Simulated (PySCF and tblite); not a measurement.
The numbers below are computed, except where a source is named.
System: C₇H₆F₂, numbered as in [F:1][C:2]1=[CH:3][CH:4]=[CH:5][CH2:6][CH:7]=[C:8]1[F:9].

The path came from a restrained scan, a climbing-image band and a saddle search at GFN2-xTB; energies are CAM-B3LYP/pcSseg-1 + D3(BJ)//B3LYP-D3(BJ)/def2-SVP, thermal terms GFN2-xTB. Rates follow Eyring's equation with the number of equivalent paths and no tunnelling. Programs: tblite and PySCF.

Tunnelling of the moving H, left out here, will speed the real process.

Question: What barrier does the shift of H on C6 from C6 to C2 meet, and how fast is it at 298 K?

Answer: The electronic barrier is 40.7 kcal/mol and ΔG‡(298 K) 38.4 kcal/mol, over a C1 saddle with an imaginary mode of 1202i cm⁻¹ (GFN2-xTB). With 1 equivalent path, k is 4.7×10⁻¹⁶ s⁻¹, a mean lifetime of the start of 6.7×10⁷ years against this motion. The end lies 0.0 kcal/mol below the start in free energy.
